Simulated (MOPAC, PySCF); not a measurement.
Donor–acceptor adduct: GaH3 (SMILES [GaH3]) (first 4 atoms) with PH3 (SMILES P); geometry from B3LYP-D3(BJ)/def2-TZVP, rigid monomers moved along the line of their centres of mass till Ga1···P5 is 4.63 Å.
(charge 0, multiplicity 1):
```xyz
8

Ga    -0.46140     0.48940     0.71029
H     -1.53945     1.49702     1.26562
H     -0.95067    -0.79868    -0.05585
H      1.00394     1.01248     0.45528
P      0.42883    -1.59779     4.74272
H      1.38133    -2.63485     4.78637
H      0.91849    -0.83149     5.81861
H     -0.61408    -2.25537     5.42425
```

Interaction energies are E(AB) − E(A) − E(B) at the monomers' geometry in the complex; basis-set methods are counterpoise corrected. Rows marked so take none.

Rows in 3-21G, STO-3G carry no dispersion term and start afresh at each structure; the Pople sets are all-electron and without relativity. The state reached by PM3, PM7 isn't checked; PM7 holds dispersion and hydrogen-bond terms.

The values were computed with MOPAC for PM3, PM7 (differences of heats of formation); PySCF for 3-21G rows, STO-3G rows. 

Problem. One of these levels gives -0.78 kcal/mol for the interaction energy. Which one is it?
A. HF/3-21G (no counterpoise)
B. PM3
C. PM7
D. HF/STO-3G (no counterpoise)

Solution. D, HF/STO-3G (no counterpoise). The others give -8.01 (PM3), -1.27 (PM7), -2.98 (HF/3-21G (no counterpoise))
